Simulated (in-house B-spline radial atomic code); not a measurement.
Values are calculated unless marked as measured or tabulated.
# B ion on In atom: potential, deflection and energy transfer

The pair potential comes from two frozen, spherical free-atom densities (PBE, B-spline radial code, scalar-relativistic past argon): electrostatics plus the change in Thomas-Fermi kinetic and Dirac exchange energy where they overlap, the recipe behind the universal ZBL potential, which averages such potentials (from solid-state densities) over many pairs. It is written V = (Z1 Z2 e²/r) φ(r/a), with e² = 14.3996 eV·Å and a = 0.46850 Å/(Z1^0.23 + Z2^0.23); ZBL's fit is φ = 0.18175 e^(−3.1998x) + 0.50986 e^(−0.94229x) + 0.28022 e^(−0.4029x) + 0.02817 e^(−0.20162x). Where φ falls below 4e-4 it is continued as an exponential.

Masses 10.81 and 114.82 u.

| x = r/a | φ, this pair | φ, ZBL |
| --- | --- | --- |
| 0.1 | 0.8821 | 0.8928 |
| 0.5 | 0.6056 | 0.6096 |
| 1.5 | 0.2996 | 0.2995 |
| 3 | 0.1346 | 0.1292 |
| 5 | 0.05619 | 0.05224 |
| 8 | 0.01811 | 0.01705 |
| 12 | 0.00545 | 0.00474 |
| 17 | 0.00116 | 0.001212 |

(1) At x = 2 the electrostatic, kinetic and exchange parts are 1969.52, 1419.62 and -87.74 eV. Find r, V and φ.

(2) The ion comes in at 3.21 keV with impact parameter 0.0601 Å. The scattering integral gives a centre-of-mass angle of 140° and a closest approach of 2.169 a. What are the reduced energy, the energy passed on and the laboratory angles?

Answers

(1) a = 0.46850/(1.4480 + 2.4476) = 0.12026 Å, so r = 0.24053 Å. V = 1969.52 + 1419.62 + (-87.74) = 3301.40 eV. The bare repulsion is 5 × 49 × 14.3996/0.24053 = 14667 eV, so φ = 0.2251, +1.5 % against ZBL's 0.2218. The kinetic (Pauli) term is 43 % of V here.

(2) ε = E a M2/(Z1 Z2 e² (M1 + M2)) = 3210 × 3.1156e-05 = 0.1. The most that one collision can pass on is γE with γ = 4 M1 M2/(M1 + M2)² = 0.3146. Here T = γE sin²(θ/2) = 0.3146 × 3210 × 0.8827 = 891.3 eV. The ion turns by arctan(sin θ/(cos θ + M1/M2)) = 136.2° (second quadrant: it bounces back), and the struck atom leaves at (180° − θ)/2 = 20.0°. The closest approach is 0.261 Å. With ZBL the angle would be 139.86° and T = 890.8 eV.
